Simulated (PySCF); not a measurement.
## Selenium: a sound run and one with changed settings

Sound run: Se²⁺ [Ar] 3d10 4s2 4p2, Se³⁺ [Ar] 3d10 4s2 4p1. Computed with PySCF 2.14 in x2c-SVPall, with scalar relativity by spin-free X2C-1e. In the sound run the correlated levels freeze [Ar] 3d10. The sound run starts from symmetry-adapted Hartree-Fock orbitals and uses a fine grid where one is needed.

Changed run: all electrons correlated in a basis built for the valence shell.

| species | method | sound run (hartree) | changed run (hartree) | converged |
| --- | --- | --- | --- | --- |
| Se²⁺ | MP2 | -2426.60797 | -2426.75796 | yes |
| Se³⁺ | MP2 | -2425.46048 | -2425.60862 | yes |

Ionisation energy of Se²⁺:

```tsv
method	sound run (eV)	changed run (eV)
UHF	30.956	30.956
MP2	31.225	31.275
SCS-MP2	31.156	31.184
```

A valence basis has no tight correlating functions, so it recovers only part of the core correlation, and not evenly between atom and ion.

For comparison, NIST gives 31.697 ± 0.019 eV between the lowest levels.
